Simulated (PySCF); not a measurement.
**Bond length, frequency and bond energy of TlTe by level of theory**

State: ²Π (doublet), unpaired electrons π ↑. Set-up: PySCF, scalar-relativistic core potentials, basis sets Tl cc-pVDZ-PP with ECP60, Te cc-pVDZ-PP with ECP28. De refers to Tl + Te in their high-spin ground configurations, without counterpoise correction. The functionals are run spin-unrestricted. A positive dipole means Tl(−)Te(+).

```tsv
Level	Re (Å)	ωe (cm⁻¹)	De (eV)	μ (D)	CPU s a point (SCF and correlation, without the integrals)
UHF	2.974	131	1.44	-4.46	0.15
UHF-MP2	2.928	141	2.21	n/a	0.24
UHF-SCS-MP2	2.946	138	2.13	n/a	n/a
UHF-CCSD	2.946	137	2.10	n/a	n/a
UHF-CCSD(T)	2.947	137	2.18	n/a	5.2
LDA	2.876	144	3.21	-2.70	0.31
PBE	2.947	133	2.72	-3.22	0.56
r²SCAN	2.928	138	2.60	-3.46	0.73
PBE0	2.923	138	2.58	-3.56	1.1
BHandHLYP	2.936	137	2.36	-3.79	0.49
ωB97X	2.912	141	2.72	-3.73	1
B2PLYP	2.943	136	2.43	-3.84	0.54
```

The bond length runs from 2.876 Å (LDA) to 2.974 Å (UHF). De spans 1.44 eV (UHF, mean field) to 3.21 eV (LDA, local density). Correlation at CCSD(T) changes the Hartree–Fock bond energy by +0.74 eV; the triples alone change it by +0.08 eV.

Correlated steps freeze 8 core orbitals. Correlated levels converge slowly with the basis: in double zeta they bind strong bonds too weakly, by up to about 1 eV, and carry superposition errors of some tenths. Spin–orbit coupling is left out, which matters for elements this heavy, above all for dissociation energies. Counting both spins, an empty level lies below a filled one in some of these solutions, because spin and occupation are held. B2PLYP dipoles, levels and charges come from its SCF part alone. The state is the lowest determinant that a PBE0 search found; another state may lie lower at other levels.

The whole job (state search and all levels along the bond) took about 2.3 min on 1 thread of Intel Xeon Platinum 8259CL @ 2.50GHz (shared host), peak memory 0.52 GiB.
